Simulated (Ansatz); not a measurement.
## Four-centre ligand exchange

Start structure (CH$_{8}$OSn, singlet), relaxed at PBE0-D4/def2-TZVP:

```tsv
atom	x (Å)	y (Å)	z (Å)
Sn1	-0.8343	-0.3458	-0.8308
C2	-0.3300	1.5483	0.0123
H3	0.4883	-1.0368	-1.6698
H4	-1.3738	-1.4465	0.3640
H5	-2.1119	-0.1573	-1.9628
H6	2.1523	-1.4675	0.6216
O7	1.5966	-1.0063	1.2547
H8	-1.1962	1.9736	0.5194
H9	0.4793	1.4037	0.7263
H10	-0.0093	2.2328	-0.7732
H11	1.1389	-1.6982	1.7385
```

The step: CH₆Sn ([CH3][SnH3]) + H₂O → SnH₄O ([OH][SnH3]) + CH₄; bonds formed: Sn1–O7, C2–H6; bonds broken: Sn1–C2, H6–O7. Computed with Ansatz 0.2.0 (basis: def2-TZVPP and def2-QZVPP); correlated methods freeze the cores. Filled d shells of the heavier atoms are correlated. Core potentials replace the inner electrons of the atoms past krypton. The def2 sets are not built for correlating such inner shells, so the correlated values are less sure here. Extrapolation: Hartree–Fock as exp(−7.88 √X), correlation as X^−2.97. Energies below are by CCSD(T) at an estimated basis limit (MP2 extrapolated from triple and quadruple zeta, plus CCSD(T) − MP2 in triple zeta).

Question: What are the electronic barrier and the energy of the step, from the start structure to the end structure? (To be estimated.)

Answer: By the calculation: Barrier 43.26 kcal/mol; step energy -6.84 kcal/mol (downhill); reverse barrier, their difference, 50.10 kcal/mol. Barrier and step energy count from the start structure, the reverse barrier from the end structure.

The saddle point: One imaginary mode of 1316i cm⁻¹.
| pair | start (Å) | saddle (Å) | end (Å) |
| --- | --- | --- | --- |
| Sn1–O7 | 3.27 | 2.19 | 1.97 |
| C2–H6 | 3.95 | 1.45 | 1.09 |
| Sn1–C2 | 2.13 | 2.52 | 3.89 |
| H6–O7 | 0.96 | 1.18 | 2.62 |

Zero-point energy (harmonic, PBE0-D4): ZPE is 49.68 kcal/mol at the start and 47.59 kcal/mol at the saddle, so the barrier goes from 43.26 to 41.17 kcal/mol.

The T1 diagnostic stays at or below 0.014.

Labels in which every atom is bracketed show which atoms are joined, not bond orders.

For scale, one of the runs: CCSD(T)/def2-TZVPP, 224 basis functions (an equivalent command: `ansatz run in.yaml --threads 4`). Hardware: 4 CPU threads, shared host. Wall time 2.3 min; peak host memory 4.1 GiB.
